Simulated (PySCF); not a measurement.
Relaxation of quartet [RuCl2]+

These are results of UPBE0 in PySCF with Ru def2-TZVP with ECP28, Cl def2-TZVP; scalar-relativistic core potentials, no spin–orbit coupling; density-fitted integrals, not measurements. A (50,194) grid was used.

A start displaced from a saddle point along its imaginary mode, of C2v symmetry, held to at least that symmetry:

Coordinates in bohr (charge 1 multiplicity 4):
```
Ru   -0.3242    0.0000    0.0000
Cl    0.4724    0.0000    4.0525
Cl    0.4724    0.0000   -4.0525
```

Optimiser trace:
```tsv
step	E − E(last) (kJ/mol)	largest gradient (Eh/bohr)
0	42.79	0.01874
1	34.37	0.00784
2	17.89	0.01507
3	3.39	0.01255
4	1.85	0.00680
5	0.06	0.00046
6	0.00	0.00037
7	0.00	0.00005
```

It ends at C2v with Ru–Cl 2.111 Å (×2); Cl–Ru–Cl 110.7°. No frequency check is given, so it may be a saddle point. Other isomers or separated fragments may lie lower.

Other spin states or occupations of the open shell can lie lower.

The relaxation took 15 s on 4 threads of a shared Arm Neoverse V2 host, with 114 basis functions and 8 gradients; the process peaked at 1.1 GiB. Launch command: `OMP_NUM_THREADS=4 python axn.py task.json out`.
